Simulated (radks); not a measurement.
Q: These are the eigenvalues of the occupied orbitals of an atom or ion with whole-number occupations (eV). All-electron calculation, Dirac Kohn-Sham, OLYP, spin-unpolarised, spherical densities, finite nucleus; Fermi nuclear charge, rms radius of each element as measured or else 0.836 A^(1/3) + 0.57 fm. Program: a radial shooting solver on a logarithmic mesh with Libxc functionals.

orbital  eigenvalue
1s1/2     -12552.24
2s1/2     -1660.186
2p1/2     -1495.128
2p3/2     -1453.360
3s1/2     -265.5950
3p1/2     -209.0273
3p3/2     -203.1316
3d3/2     -105.5295
3d5/2     -104.6175
4s1/2      -61.2673

Which element is it, and in what charge state? The configuration may be excited. Open shells, if any, fill j = l - 1/2 first.

A: Z = 34, selenium, charge +4: Se4+ in [Ar] 3d10 4s2. The list shows which subshells hold electrons but not how many an open one holds; the 1s level, -461.29 hartree, gives Z - s = 30.4 by -(Z - s)^2/2, which with screening and relativity narrows Z to a few neighbours, and the depths of the outer levels then fix element, charge and occupations together.
